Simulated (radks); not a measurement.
Task: As3+, configuration [Ar] 3d10 4s2. All-electron calculation, scalar-relativistic Kohn-Sham, BLYP, spin-polarised, spherical densities, point nucleus. Program: a radial shooting solver on a logarithmic mesh with Libxc functionals. Some entries of the table are withheld. Estimate them.

orbital,occ.,eigenvalue (eV),<1/r> (bohr^-1)
1s,2,-11757.63,33.47
2s,2,-1521.638,7.368
2p,6,-1338.853,7.222
3s,2,-224.3904,(1)
3p,6,-167.8558,2.234
3d,10,-74.8020,(2)
4s,2,-44.5430,0.7570
4p,0,-33.0013,(3)
4d,0,-18.1571,0.4447

Result: 
(1) 3s <1/r> (bohr^-1): 2.386
(2) 3d <1/r> (bohr^-1): 1.916
(3) 4p <1/r> (bohr^-1): 0.6451
